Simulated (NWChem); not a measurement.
System meant: WNH$_{2}$SOF; SMILES [F][W](=[NH])([OH])=[S]

The following NWChem deck was run.

```
start job
memory heap 200 mb stack 900 mb global 1100 mb
geometry units angstroms noautoz
  W      0.006063    -0.136331     0.118638
  N     -0.924185    -0.757619    -1.206292
  H     -1.525322    -0.712700    -2.024317
  S     -0.026613     1.998042     0.016020
  F     -0.793142    -0.713891     1.707707
  O      1.775015    -0.723161    -0.101309
  H      2.094255    -1.335869    -0.773261
end
basis spherical
  * library def2-svp
end
ecp
  W library def2-ecp
end
dft
  odft
  mult 2
  xc xpbe96 cpbe96
  iterations 150
  mulliken
end
task dft energy
```

End of the output:

```
 Summary of "ao basis" -> "ao basis" (spherical)
 ------------------------------------------------------------------------------
       Tag                 Description            Shells   Functions and Types
 ---------------- ------------------------------  ------  ---------------------
 W                          def2-svp                12       32   6s3p2d1f
 N                          def2-svp                 6       14   3s2p1d
 H                          def2-svp                 3        5   2s1p
 S                          def2-svp                 8       18   4s3p1d
 F                          def2-svp                 6       14   3s2p1d
 O                          def2-svp                 6       14   3s2p1d

 Summary of "ao basis" -> "ao basis" (spherical)
 ------------------------------------------------------------------------------
       Tag                 Description            Shells   Functions and Types
 ---------------- ------------------------------  ------  ---------------------
 W                          def2-svp                12       32   6s3p2d1f
 N                          def2-svp                 6       14   3s2p1d
 H                          def2-svp                 3        5   2s1p
 S                          def2-svp                 8       18   4s3p1d
 F                          def2-svp                 6       14   3s2p1d
 O                          def2-svp                 6       14   3s2p1d

  number of electrons :                   56
  multiplicity        :                    2
 ------------------------------------------------------------------------
  no. of electrons and multiplicity not compatible                  56
 ------------------------------------------------------------------------
 ------------------------------------------------------------------------
  current input line :
    25: task dft energy
 ------------------------------------------------------------------------
 ------------------------------------------------------------------------
 There is an error in the input file
 ------------------------------------------------------------------------
 For more information see the NWChem manual at https://nwchemgit.github.io

0: no. of electrons and multiplicity not compatible:Received an Error in Communication
```

Task: Find the fault in this run and fix the input.

Result: The program refused the input. Cause: the multiplicity doesn't fit the number of electrons (an even count wants an odd multiplicity, and the reverse). This input runs:
```
start job
memory heap 200 mb stack 900 mb global 1100 mb
geometry units angstroms noautoz
  W      0.006063    -0.136331     0.118638
  N     -0.924185    -0.757619    -1.206292
  H     -1.525322    -0.712700    -2.024317
  S     -0.026613     1.998042     0.016020
  F     -0.793142    -0.713891     1.707707
  O      1.775015    -0.723161    -0.101309
  H      2.094255    -1.335869    -0.773261
end
basis spherical
  W library def2-svp
  N library def2-svp
  H library def2-svp
  S library def2-svp
  F library def2-svp
  O library def2-svp
end
ecp
  W library def2-ecp
end
dft
  xc xpbe96 cpbe96
  iterations 150
  mulliken
end
task dft energy
```
It converges to -695.82906 Ha (PBE/def2-SVP with def2 effective core potentials on W).
